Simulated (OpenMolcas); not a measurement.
Computed levels of 3s² 3p in ions with 13 electrons, in cm-1 above ²P°_1/2.

```yaml
Program: OpenMolcas
Method: MS-RASPT2, IPEA 0.25 Eh, imaginary shift 0.1 Eh
Basis: ANO-RCC-VTZP
Scalar_Hamiltonian: DKH2, point nucleus
Spin-orbit_coupling: state interaction with AMFI integrals over the reference wave functions, term energies averaged over their components
```

Active space for each ion: 3 electrons in 9 orbitals (RAS2 3s 3p; RAS3 3d, at most 2 electrons); closed shells correlated by CASPT2: 2s 2p.

```json
{"Level": "²P°_3/2", "P2+": "488", "Cl4+": "1349", "Ar5+": "2011"}
```

Estimate ²P°_3/2 for S3+ from its neighbours P2+ and Cl4+.

²P°_3/2 is fine structure, which grows about as the fourth power of a screened charge, so the fourth roots are averaged: ((488^0.25 + 1349^0.25) / 2)^4 = 838. The calculation gives 841, so the estimate is off by -0.4 %; the measured value is 951 (NIST levels in Podobedova, Kelleher and Wiese, J. Phys. Chem. Ref. Data 38, 171 (2009)).

Active for correlation alone: 3d; no level in the range computed is led by a configuration that fills it, so any true level of that kind is missing. Measured partners are found by configuration, term and J. A level has none where our copy of the source lacks it or the pairing is in doubt (some pairs that miss far off the trend of their configuration count as doubtful), and it then counts in no deviation. Only configurations of the active space appear.

° marks odd parity.
